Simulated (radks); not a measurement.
Tl LVIII, configuration [Ar] 3d6. Method: Dirac Kohn-Sham, PBE, spin-unpolarised, spherical densities, point nucleus; open shells are shared between the two j in proportion to 2j + 1; computed with a radial shooting solver on a logarithmic mesh with Libxc functionals.

Unscreened Slater integrals over Kohn-Sham orbitals (hartree). Large and small components are both included. Empty in this configuration: 4s1/2.

| integral | value |
|---|---|
| F0(3d5/2,3d5/2) | 5.8592 |
| F2(3d5/2,3d5/2) | 3.0289 |
| F4(3d5/2,3d5/2) | 1.9594 |
| F0(3d5/2,3d3/2) | 5.9401 |
| F2(3d5/2,3d3/2) | 3.0530 |
| G2(3d5/2,3d3/2) | 2.9815 |
| G4(3d5/2,3d3/2) | 1.9275 |
| F0(3d5/2,3p3/2) | 5.4148 |
| F2(3d5/2,3p3/2) | 2.5840 |
| G1(3d5/2,3p3/2) | 2.6944 |
| G3(3d5/2,3p3/2) | 1.8170 |
| F0(3d5/2,3p1/2) | 5.6778 |
| G3(3d5/2,3p1/2) | 2.0187 |
| F0(3d5/2,4s1/2) | 3.3964 |
| G2(3d5/2,4s1/2) | 0.33025 |
| F0(3d3/2,3d3/2) | 6.0259 |
| F2(3d3/2,3d3/2) | 3.0830 |
| F0(3d3/2,3p3/2) | 5.4774 |
| F2(3d3/2,3p3/2) | 2.5725 |
| G1(3d3/2,3p3/2) | 2.6316 |
| G3(3d3/2,3p3/2) | 1.7738 |
| F0(3d3/2,3p1/2) | 5.7514 |
| G1(3d3/2,3p1/2) | 3.0876 |
| F0(3d3/2,4s1/2) | 3.4153 |
| G2(3d3/2,4s1/2) | 0.32630 |
| F0(3p3/2,3p3/2) | 5.1595 |
| F2(3p3/2,3p3/2) | 2.5652 |
| F0(3p3/2,3p1/2) | 5.3702 |
| G2(3p3/2,3p1/2) | 2.5648 |
| F0(3p3/2,4s1/2) | 3.3222 |
| G1(3p3/2,4s1/2) | 0.35088 |
| F0(3p1/2,3p1/2) | 5.6223 |
| F0(3p1/2,4s1/2) | 3.3823 |
| G1(3p1/2,4s1/2) | 0.35580 |
| F0(4s1/2,4s1/2) | 2.7211 |
